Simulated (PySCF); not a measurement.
## A ladder for the ionisation energy of Mn(2+)

Mn(2+) [Ar] 3d5 (6S) → Mn(3+) [Ar] 3d4 (5D). Scalar values calculated with PySCF 2.14 in x2c-TZVPPall (spin-free X2C; valence: [Ar] frozen; valence and next inner shell: [Ne] frozen). The spin-orbit shift comes from two-component X2C-1e calculations (generalised Hartree-Fock, GHF, and MP2 on its spinors, GMP2) in x2c-QZVPPall-2c: GMP2 gives 33.801 eV without and 33.749 eV with screened spin-orbit coupling, a shift of -0.052 eV (GHF: -0.052 eV). Sums use unrounded values; where a UHF row is shifted, it takes the GHF shift.

| method | scalar (eV) |
| --- | --- |
| UHF | 32.356 |
| LDA | 34.422 |
| PBE | 34.040 |
| PBE0 | 33.864 |
| r2SCAN | 33.889 |
| wB97X | 33.425 |
| LC-wPBE | 33.932 |
| M06-2X | 33.385 |
| PW91 | 34.112 |
| MP2 (valence) | 33.184 |
| SCS-MP2 (valence) | 32.632 |
| MP2 (valence and next inner shell) | 33.792 |
| SCS-MP2 (valence and next inner shell) | 33.262 |
| CCSD (valence and next inner shell) | 33.482 |
| CCSD(T) (valence and next inner shell) | 33.515 |
| CCSD (valence) | 33.210 |
| CCSD(T) (valence) | 33.225 |

(1) Form a composite estimate from CCSD(T) (valence and next inner shell) and the spin-orbit shift, and compare it with the reference, 33.668 ± 0.012 eV (measured; NIST Atomic Spectra Database, ionization energies).

The errors of the correlated levels include the incompleteness of the basis and the frozen core, so a lower level can come closer by cancellation.

## Answers

(1) 33.515 + (-0.052) = 33.463 eV, an error of -0.205 eV.
